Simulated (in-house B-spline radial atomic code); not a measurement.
Results of a calculation; reference values are marked as such.
What the choice of pseudopotential does to G0W0 on PBE0: I²⁺

All numbers come from an all-electron radial atomic-structure program (B-spline basis), non-relativistic (model numbers for so heavy an element), configuration [Kr] 4d10 5s2 5p3, open shells at high spin. Semilocal Troullier-Martins pseudo-atoms, one channel per l, are made with PBE or LDA for several valence sets and radii, with or without a model core, and set against the all-electron atom. One channel fits only the lowest state of its l, so a second state of that l is approximate. All electrons give 5p up: PBE0 -26.805 eV, G0W0 -30.52 eV, 5s down: PBE0 -33.79 eV, G0W0 -37.67 eV. Potentials are made in the ion's own configuration unless the neutral atom is named, and a smooth local potential serves every l without a channel. Potentials that miss their own reference levels by more than 6 millihartree, or need radii over 3.5 bohr, are left out. Columns give pseudo minus all-electron, in eV; a dash marks a level in the core or of low weight.

```tsv
valence	made with	radii (bohr)	model core (bohr)	5p up PBE0	5p up G0W0	5s down PBE0	5s down G0W0
5s 5p	LDA	s 1.74 p 1.94 d 2.76	none	-0.29	-0.19	-0.08	+0.35
5s 5p	PBE, neutral atom	s 2.31 p 2.65	none	+0.04	+0.06	+0.27	+0.55
5s 5p	PBE	s 1.56 p 1.77 d 2.48	1.46	+0.14	+0.29	+0.43	+0.90
5s 5p	PBE, neutral atom	s 1.77 p 2.04	1.45	+0.14	+0.10	+0.41	+0.61
5s 5p	PBE, neutral atom	s 2.04 p 2.35	1.45	+0.15	+0.16	+0.41	+0.67
5s 5p	PBE, neutral atom	s 2.31 p 2.65	1.45	+0.16	+0.21	+0.42	+0.72
4d 5s 5p	PBE, neutral atom	s 1.42 p 1.63 d 0.62	none	-0.20	-0.52	+0.09	-0.37
4d 5s 5p	PBE	s 2.00 p 2.26 d 0.90	none	-0.22	-0.57	+0.04	-0.42
4d 5s 5p	PBE, neutral atom	s 2.31 p 2.65 d 1.02	none	-0.20	-0.59	+0.03	-0.48
4d 5s 5p	LDA, neutral atom	s 1.60 p 1.84 d 0.70	0.59	-0.19	-0.53	+0.04	-0.45
4d 5s 5p	PBE, neutral atom	s 2.04 p 2.35 d 0.90	0.59	-0.20	-0.56	+0.01	-0.45
4d 5s 5p	PBE, neutral atom	s 2.31 p 2.65 d 1.02	0.59	-0.20	-0.58	0.00	-0.50
4p 4d 5s 5p	PBE, neutral atom	s 1.77 p 0.73 d 0.78	0.50	-0.11	-0.03	-0.83	-2.00
4p 4d 5s 5p	LDA, neutral atom	s 2.04 p 0.84 d 0.90	0.50	-0.02	+0.08	-0.83	-2.06
```

Q: How does the G0W0 shift of 5p up, which all sets hold, depend on the valence set?

A: Mean size: 4p 4d 5s 5p: 0.06 eV; 5s 5p: 0.17 eV; 4d 5s 5p: 0.56 eV. A larger valence set can do worse when it takes only part of a shell, whose exchange with the frozen rest is then left to the functional. The means mix radii and the functional used in making the potentials.
